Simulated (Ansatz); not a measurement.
This geometry of BrClH$_{3}$NOSn (8 atoms, charge 0, multiplicity 1) is a first-order saddle point.

The calculation used RKS CAM-B3LYP-D4/def2-SVP (Ansatz).

```xyz
8
Properties=species:S:1:pos:R:3
N -0.685 1.161 0.821
Sn 0.035 -0.197 -0.413
O 0.965 -1.519 0.690
Cl -1.729 -1.139 -1.610
Br 1.657 0.628 -2.099
H -0.244 1.362 1.710
H -1.542 1.667 0.641
H 1.634 -2.019 0.204
```

(1) Which two structures does it join? (They come from a converged band through this point; their orientation in space is the band's.)

(2) How far does it lie above each of them?

Answers

(1) No bond is made or broken. The height of N1 over the plane of its neighbours goes from 0.34 to -0.35 Å.

Initial state:

```xyz
8
Properties=species:S:1:pos:R:3
N -0.767 0.993 1.036
Sn 0.032 -0.201 -0.353
O 0.936 -1.661 0.582
Cl -1.711 -1.013 -1.669
Br 1.694 0.837 -1.882
H -0.096 1.584 1.523
H -1.535 1.566 0.691
H 1.538 -2.162 0.017
```

Final state:

```xyz
8
Properties=species:S:1:pos:R:3
N -0.542 1.309 0.799
Sn 0.068 -0.143 -0.433
O 1.015 -1.425 0.703
Cl -1.718 -1.186 -1.526
Br 1.588 0.669 -2.203
H -0.492 1.028 1.777
H -1.469 1.677 0.598
H 1.643 -1.986 0.229
```

(2) 0.045 eV above the first and 0.038 eV above the second. This is the barrier of this one path; another mechanism may lie lower.

Time of the run: 2.2 min on 2 threads of Arm Neoverse V2, on a shared host, peak memory 0.41 GiB.
